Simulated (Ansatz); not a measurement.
Total energies of C3H8SSi, SMILES `CC[Si]SC`.

Cartesian coordinates in Å:
```
C 1.3486 -0.9518 0.5070
C 0.3491 -0.0413 1.2302
Si 0.6968 1.7685 0.7261
S -0.4817 2.0015 -1.0196
C -1.4881 0.5325 -1.3716
H 2.3824 -0.6476 0.6971
H 1.2523 -1.9898 0.8356
H 1.2055 -0.9327 -0.5766
H -0.6771 -0.3632 1.0357
H 0.5089 -0.1156 2.3114
H -2.2499 0.3979 -0.6050
H -0.8706 -0.3612 -1.4394
H -1.9763 0.7027 -2.3309
```

The species carries charge 0 and has multiplicity 1. The geometry is a stationary point of PBE0-D4/def2-TZVP. It is one conformer, not always the lowest. Basis def2-TZVPP, Ansatz.

RPA on PBE orbitals: Hartree–Fock energy of these orbitals -804.71455 Eh, correlation -1.40040 Eh (frozen core).

| functional | energy without D4 (Eh) | D4 term (kJ/mol) |
| --- | --- | --- |
| revPBE | -806.70428 | -96.1 |
| BLYP | -806.79676 | -70.9 |
| B3LYP | -806.91798 | -52.5 |
| r2SCAN0 | -806.72289 | -9.6 |
| HSE06 (plane-wave form) | -806.44196 | -25.9 |
| CAM-B3LYP | -806.81265 | -28.3 |
| ωB97X-V | -806.72999 | – |
| ωB97M-V | -806.76085 | – |
| B2PLYP | -806.50765 | – |
| PBE-QIDH | -806.27332 | – |

**Question.** Give the same for LDA (SPW92), PBE, r2SCAN, B97M-V, PBE0, r2SCANh, BHLYP, LC-ωPBE. (Best estimate.)

**Answer.** Ansatz gave: 
| functional | energy without D4 (Eh) | D4 term (kJ/mol) |
| --- | --- | --- |
| LDA (SPW92) | -803.20914 | – |
| PBE | -806.38356 | -32.6 |
| r2SCAN | -806.74119 | -8.1 |
| B97M-V | -806.70300 | – |
| PBE0 | -806.46335 | -27.7 |
| r2SCANh | -806.73339 | -8.7 |
| BHLYP | -806.78955 | -40.8 |
| LC-ωPBE | -806.58376 | – |

B3LYP takes the VWN-RPA correlation (the form of Gaussian; ORCA's B3LYP/G). HSE06 is the plane-wave form, built on full-range PBE exchange. The double hybrids freeze the cores in their second-order part.

LC-ωPBE has ω = 0.4 bohr⁻¹.
